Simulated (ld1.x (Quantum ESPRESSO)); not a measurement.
**Reading a pseudo-wave (Mg)**

Columns: radius, all-electron u(r) and pseudo u(r) of the 3s shell (level -5.66 eV) of magnesium in the configuration [Ne] 3s1 3p1; PBE, non-relativistic, RRKJ scheme, ld1.x (Quantum ESPRESSO) 7.5.

```tsv
r (bohr)	all-electron	pseudo
0.120	0.0868	0.0178
0.240	-0.0983	0.0362
0.360	-0.2216	0.0560
0.480	-0.2520	0.0779
0.600	-0.2157	0.1026
0.720	-0.1411	0.1310
0.840	-0.0489	0.1635
0.960	0.0481	0.2008
1.080	0.1422	0.2427
1.200	0.2290	0.2886
1.320	0.3065	0.3372
1.440	0.3739	0.3866
1.560	0.4310	0.4344
1.680	0.4783	0.4780
1.800	0.5167	0.5158
1.920	0.5470	0.5466
2.040	0.5705	0.5704
2.160	0.5877	0.5877
2.280	0.5992	0.5992
2.400	0.6055	0.6055
2.520	0.6071	0.6071
2.640	0.6047	0.6047
2.760	0.5987	0.5987
2.880	0.5895	0.5895
3.000	0.5779	0.5779
3.120	0.5641	0.5641
```

How many radial nodes do the two functions have?

The all-electron 3s function has n − l − 1 = 2; the pseudo-wave has 0, since the states of the same l below it are removed with the core.

At about which radius was the pseudo-wave matched?

2.25 bohr. The columns agree to 0.0005 from 1.92 bohr on; several derivatives are matched, so the curves merge somewhat inside the radius.

Where does each function peak?

Outermost all-electron maximum near 2.52 bohr, pseudo maximum near 2.52 bohr (to the table’s step).

Is the pseudo-wave norm-conserving?

Yes: the RRKJ scheme keeps the norm inside the radius equal to the all-electron one, which fixes the energy derivative of the logarithmic derivative at the level.
